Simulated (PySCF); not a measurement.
Ligand exchange on a metal centre used in film growth or etching (Mo F-NH2). Gas-phase values, no solvent. One relaxed conformer stands for each flexible species; it need not be the lowest. In the def2 sets, heavy atoms carry core potentials. All members: neutral, multiplicity 1. Level: B3LYP-D3(BJ)/def2-TZVP // BP86-D3(BJ)/def2-SVP (PySCF), beside PBE-D3(BJ)/def2-TZVP // BP86-D3(BJ)/def2-SVP (PySCF) at the same geometries. B3LYP has the VWN-RPA correlation part, as in Gaussian.  Orbital energies are measured against the vacuum level.

| species | HOMO, PBE (eV) | HOMO, B3LYP-D3(BJ) (eV) |
|---|---|---|
| [Mo(F)6] | -10.68 | -12.51 |
| [Mo(F)5(NH2)] | -7.99 | -9.35 |
| [Mo(F)4(NH2)2] | -7.38 | withheld |
| [Mo(F)3(NH2)3] | -6.60 | -7.79 |
| [Mo(F)2(NH2)4] | -5.63 | -6.73 |
| [Mo(F)(NH2)5] | -5.21 | -6.29 |
| [Mo(NH2)6] | -4.91 | -5.95 |

Question: Fit y = a + b·x, y being the HOMO at the first level, to the 6 complete rows by least squares, with x = the PBE value in eV. Give a, b and the rms residual, and predict the withheld value.

Answer: Means of the 6 rows: x̄ = -6.8367, ȳ = -8.1033 eV. Σ(x − x̄)² = 23.972 and Σ(x − x̄)(y − ȳ) = 27.204, so b = 1.135 and a = ȳ − b·x̄ = -0.344 eV. The rms residual is 0.041 eV. At x = -7.38 the line gives -8.72 eV. The run for [Mo(F)4(NH2)2] gave -8.66 eV, so the line is off by 0.06 eV, within twice the rms residual.

Codes: PySCF.
